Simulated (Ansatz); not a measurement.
Input for Ansatz (a program for electronic structure): U-PBE/def2-TZVPP on Sb2, 2S+1 = 3, a spin state set in the input, which need not be the lowest, a point of a bond scan (R = 2.664 Å). Elements past Kr take the def2 small-core potentials; no spin–orbit coupling.

Ansatz 0.2 input:
```yaml
crystal:
  periodic: [false, false, false]
  atoms:
    - {symbol: Sb, position_ang: [0.00000000, 0.00000000, 0.00000000]}
    - {symbol: Sb, position_ang: [0.00000000, 0.00000000, 2.66415200]}
basis:
  gaussian:
    orbitals: def2-TZVPP
    pivot_positions_ang: [[0.00000000, 0.00000000, 0.00000000], [0.00000000, 0.00000000, 2.66415200]]
hamiltonian:
  xc: {name: PBE}
magnetization: {spin_polarized: true, initial_magnetization: 2}
output: {forces: true, orbitals: {seedname: ./end}}
```

### Question
Predict the final total energy.

### Answer
-480.4815 hartree.

### Question
How many basis functions does it have, and what does it roughly cost on one machine?

### Answer
100 functions; about 14 core-seconds (a rough figure).
